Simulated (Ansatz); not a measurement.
```yaml
crystal:
  periodic: [false, false, false]
  atoms:
    - {symbol: C, position_ang: [-1.093834, -0.223091, 0.966251]}
    - {symbol: N, position_ang: [-0.155375, -0.107083, -0.134419]}
    - {symbol: C, position_ang: [1.144530, 0.568658, 0.206330]}
    - {symbol: S, position_ang: [2.055881, 0.529475, -1.331505]}
    - {symbol: Ga, position_ang: [0.208788, -0.536581, -1.892443]}
    - {symbol: H, position_ang: [-0.735388, -0.765562, 1.768402]}
    - {symbol: H, position_ang: [-1.482182, 0.828411, 1.281788]}
    - {symbol: H, position_ang: [-2.027756, -0.727157, 0.529254]}
    - {symbol: H, position_ang: [1.025961, 1.663778, 0.446405]}
    - {symbol: H, position_ang: [1.704235, 0.058015, 0.994839]}
    - {symbol: H, position_ang: [-0.540788, -1.225814, -3.035999]}
basis:
  gaussian: {orbitals: def2-mTZVPP, final_grid: {core_spheres: 8, valence_spheres: 7, degree: 23}}
magnetization: {spin_polarized: true, initial_magnetization: 2}
hamiltonian: {xc: {name: HF}}
correlation: {active_space: {window: {electrons: 6, orbitals: 2}}}
```

```sh
$ ansatz run in.yaml --threads 4 --pin off --events-out ev --progress --plain --max-ram 10444MiB
```

(1) How does Ansatz answer? (Estimate.)

## Answers

(1) Ansatz gave: The input was rejected before any iteration.
```
Error: invalid value for `correlation.active_space`: it starts from restricted Hartree–Fock orbitals; set hamiltonian.xc: hf without magnetization.spin_polarized
```
